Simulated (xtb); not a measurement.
CH₅CdNS, SMILES C[S][Cd][NH2]. All values are semi-empirical tight-binding results from xtb (GFN2-xTB unless named), good for trends rather than for accurate numbers. Geometry: GFN2-xTB. The structure was generated by enumeration; whether it is a known compound was not checked. The values are those of a single conformer.

Optimised geometry:

Bond lengths (Å): Cd1–N2 2.078, Cd1–S5 2.413, N2–H3 1.022, N2–H4 1.020, S5–C6 1.829, C6–H7 1.088, C6–H8 1.086, C6–H9 1.092. Angles (°): N2–Cd1–S5 120.9, Cd1–N2–H3 109.2, Cd1–N2–H4 112.1, H3–N2–H4 104.3, Cd1–S5–C6 94.7, S5–C6–H7 109.3, S5–C6–H8 106.6, S5–C6–H9 110.1, H7–C6–H8 109.7, H7–C6–H9 110.9, H8–C6–H9 110.2.
Charge 0, spin multiplicity 1.

For metal compounds this method's bond lengths and energies can be far off.

Computed properties:
```
Property                                       Value
-------------------------------------  -------------
orbital gap                                  2.44 eV
zero-point energy                      37.5 kcal/mol
G − E(el) at 298.15 K (modified RRHO)  15.6 kcal/mol
```

Computed atomic charges and the Wiberg bond orders between heavy atoms:
charges (e) Cd1 0.36, N2 -0.48, H3 0.14, H4 0.14, S5 -0.33, C6 -0.04, H7 0.06, H8 0.07, H9 0.08. Bond orders Cd1–N2 0.80, Cd1–S5 0.79, N2–S5 0.33, S5–C6 1.00.
